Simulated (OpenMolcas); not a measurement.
**Ag7+: effect of the active space**

```yaml
Program: OpenMolcas 26.06
Method: CASSCF or its RAS form
Basis: ANO-RCC-VQZP
Scalar_Hamiltonian: DKH2, point nucleus
Spin-orbit_coupling: RASSI with atomic mean-field integrals over the reference wave functions, term energies averaged over their components
```

A. 4 electrons in 5 orbitals (4d); 2S+1 = 5 even, 5 roots; 2S+1 = 3 even, 45 roots; 2S+1 = 1 even, 50 roots; cost roughly 28 core-seconds
B. 10 electrons in 8 orbitals (RAS1 4p, at most 2 holes; RAS2 4d); 2S+1 = 5 even, 5 roots; 2S+1 = 3 even, 45 roots; 2S+1 = 1 even, 49 roots; cost roughly 60 core-seconds
C. 4 electrons in 10 orbitals (4d 5d); 2S+1 = 5 even, 5 roots; 2S+1 = 3 even, 45 roots; 2S+1 = 1 even, 49 roots; cost about 100 core-seconds

Energies in cm-1 above 4d4 5D0, the measured ground level; measured values from Atoms 5, 11 (2017), spectra Ag VII to Ag IX.

| Level | A | B | C | Measured |
| --- | --- | --- | --- | --- |
| 4d4 5D0 | 0.0 | 0.0 | 0.0 | 0.0 |
| 4d4 5D1 | 1092 | 1223 | 1100 | 1340 |
| 4d4 5D2 | 2778 | 3021 | 2797 | 3212 |
| 4d4 5D3 | 4758 | 5060 | 4789 | 5292 |
| 4d4 5D4 | 6892 | 7201 | 6939 | 7443 |
| 4d4 3P0(1) | 25312 | 22356 | 24978 | 21309 |
| 4d4 3H4 [64 %] | 26410 | 27499 | 26103 | 23302 |
| 4d4 3H5 | 28874 | 30541 | 28623 | 26250 |
| 4d4 3P1(1) | 30143 | 27389 | 29829 | 26526 |
| 4d4 3H6 | 30629 | 32515 | 30410 | 28185 |
| 4d4 3F2(1) | 31958 | 30690 | 31635 |  |
| 4d4 3F4(1) [58 %] | 32909 | 32792 | 32643 |  |
| 4d4 3P2(1) | 36172 | 33617 | 35884 | 32134 |
| 4d4 3G4 [62 %] | 37033 | 37184 | 36731 | 32698 |
| 4d4 3G5 | 38745 | 39566 | 38518 | 35077 |
| 4d4 1I6 | 43390 | 45998 | 43060 | 39744 |
| 4d4 3D3 | 43622 | 42503 | 43301 | 36879 |
| 4d4 3D2 | 44420 | 42897 | 44068 | 38402 |
| 4d4 3D1 | 45583 | 44428 | 45240 | 39191 |
| 4d4 1G4(1) [74 %] | 47896 | 47283 | 47547 | 43104 |
| 4d4 1D2(1) | 55112 | 52676 | 54671 |  |
| 4d4 1F3 | 60417 | 59155 | 59948 | 52004 |
| 4d4 3P2(2) | 69007 | 65499 | 68405 |  |
| 4d4 3F4(2) | 70188 | 67396 | 69565 |  |

Deviations, from unrounded energies. A percentage is the sum of absolute deviations over the sum of measured energies, with the sign that they share, or ± where signs differ.

| Against measurement | Levels | A | B | C |
| --- | --- | --- | --- | --- |
| mean absolute deviation (cm-1) | 18 | 3600 | 3300 | 3400 |
| fine structure of the ground term (%) | 4 | -10.2 | -4.5 | -9.6 |
| other terms of the ground configuration (%) | 14 | +13.4 | +12.2 | +12.5 |

B, C lie about equally close to measurement and A furthest from it. The largest miss of B in the table is 4d4 1F3, by +7200 cm-1. The ranking rests on the paired levels alone, and a cruder setting can come out closer through cancelling errors.

The spin-orbit steps hold different terms of 4d4 (B lacks a 1S; C lacks a 1S), which shifts levels as well.

Among A to C the level of the table that moves most is 4d4 3P2(2), by 3500 cm-1 (lowest in B, highest in A).

Without dynamic correlation excited terms often stand tens of per cent too high (terms of higher spin than the ground term too low), and those without a measured partner can miss by more than the paired ones. Some levels mix across a computed gap that differs much from the measured one, so their mixing is not that of the real levels. Active for correlation alone: 4p; no level in the range computed is led by a configuration that opens it, so any true level of that kind is missing (holds for B). Active for correlation alone: 5d; no level in the range computed is led by a configuration that fills it, so any true level of that kind is missing (holds for C). Computed and measured levels are paired by configuration, term and J; levels that our copy of the source lacks, or whose pairing is in doubt (as where it misses far off the trend of its configuration), stay unpaired and out of the deviations. Levels of configurations outside the active space are missing. The table leaves out levels that lie high or whose names do not pair safely across all columns.

A share in square brackets marks a mixed level and gives the weight of the term that names it, the lowest over the columns. A number in round brackets counts repeated terms of one configuration in the order of the reference energies.
